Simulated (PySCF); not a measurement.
# Be (beryllium, neutral) across methods

[He] 2s2, closed-shell 1S. Calculation: PySCF 2.14, in x2c-TZVPPall (5s3p1d, 19 functions); scalar relativity by spin-free X2C-1e.

| method | E (hartree) | mean ε 1s (eV) | mean ε 2s (eV) | Σ⟨r²⟩ (bohr²) | ⟨S²⟩ |
| --- | --- | --- | --- | --- | --- |
| r2SCAN | -14.6504 | -108.49 | -5.747 | 16.88 | 0.000 |
| M06 | -14.6628 | -112.10 | -6.312 | 16.63 | 0.000 |
| PBE0 | -14.6381 | -111.87 | -6.491 | 16.75 | 0.000 |
| LDA | -14.4482 | -104.80 | -5.596 | 17.02 | 0.000 |
| wB97M-V | -14.6636 | -114.66 | -8.304 | 16.94 | 0.000 |
| PBE | -14.6309 | -106.03 | -5.606 | 16.80 | 0.000 |
| UHF | -14.57508 | -128.80 | -8.415 | 17.32 | 0.000 |
| BLYP | -14.6624 | -106.43 | -5.465 | 16.89 | 0.000 |

Task: Estimate the same row for PBEsol.

Result: E (hartree) = -14.5334; mean ε 1s (eV) = -105.29; mean ε 2s (eV) = -5.541; Σ⟨r²⟩ (bohr²) = 16.92; ⟨S²⟩ = 0.000.
